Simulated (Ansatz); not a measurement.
The cluster Zr2B2. Total charge 0; quintet. Geometry PBE0-D4/def2-TZVP; atoms count from 1.

```xyz
4

Zr    1.031   -0.221   -1.142
Zr   -0.294   -1.139    1.016
B     0.212    0.951    0.535
B    -0.949    0.409   -0.409
```

In the def2 sets Zr takes a core potential; there is no spin–orbit coupling. At PBE0-D4/def2-TZVP a triplet of charge 0 lies 0.09 eV below the quintet, each at its own geometry. The structure comes from a short search, and lower isomers may exist.

**Question.** Estimate the Mulliken populations from the PBE0/def2-TZVP orbitals of Ansatz.

**Answer.** 
| atom | charge (e) | spin (α − β) | d electrons |
| --- | --- | --- | --- |
| Zr1 | 0.24 | 1.94 | 2.67 |
| Zr2 | 0.24 | 1.94 | 2.67 |
| B3 | -0.24 | 0.06 | – |
| B4 | -0.24 | 0.06 | – |
Mulliken values depend strongly on the basis.

**Question.** Where does the spin sit?

**Answer.** Summed by element: Zr 3.87, B 0.13, of 4 unpaired in all. Largest on single atoms: Zr1 1.94, Zr2 1.94, B3 0.06.

**Question.** And the Mayer bond orders between heavy atoms (over 0.3)?

**Answer.** Zr1–Zr2 1.93 (2.69 Å); Zr1–B3 1.18 (2.20 Å); Zr1–B4 1.18 (2.20 Å); Zr2–B3 1.18 (2.20 Å); Zr2–B4 1.18 (2.20 Å); B3–B4 1.28 (1.59 Å).
